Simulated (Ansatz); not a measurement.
Reaction: SnH3S (SMILES [SH][SnH2], doublet) → SnH3S (SMILES [S][SnH3], doublet)
Each species at its own B3LYP-D3(BJ)/def2-TZVP minimum (Ansatz, a quantum-chemistry and plane-wave program).

Quantity: isomerisation energy (electronic), in kcal/mol. Radicals and triplets start from unrestricted determinants; spin-orbit coupling is neglected. Cores are frozen in correlated methods (noble-gas shells, and filled d and f shells in the p block). Past Kr the def2 sets carry scalar-relativistic core potentials. CBS(X,Y): correlation extrapolated as X^-3, Hartree-Fock from the larger set. A bracket is a step between two methods taken in the basis named. Spin-orbit terms, left out, reach several kcal/mol for Br and I, and more for heavier atoms.

CCSD(T)/CBS(def2-TZVPP,def2-QZVPP) + [CCSDT(Q) - CCSD(T)]/def2-TZVPP (Ansatz) gives 17.4 kcal/mol.

**Question.** How far off this value is PBE/def2-TZVPD (Ansatz), in which direction, and how far these levels: r2SCAN/def2-TZVPD, B3LYP/def2-TZVPD, PBE0/def2-TZVPD, wB97M-V/def2-TZVPD, B2PLYP/def2-TZVPD, CCSD(T)/CBS(def2-TZVPP,def2-QZVPP)?

**Answer.** PBE gives 20.4 kcal/mol, 3.0 kcal/mol above it. Differences of the others: r2SCAN/def2-TZVPD (Ansatz) 1.3; B3LYP/def2-TZVPD (Ansatz) 0.1; PBE0/def2-TZVPD (Ansatz) 0.6; wB97M-V/def2-TZVPD (Ansatz) 0.2; B2PLYP/def2-TZVPD (Ansatz) -0.3; CCSD(T)/CBS(def2-TZVPP,def2-QZVPP) (Ansatz) -0.1 kcal/mol.
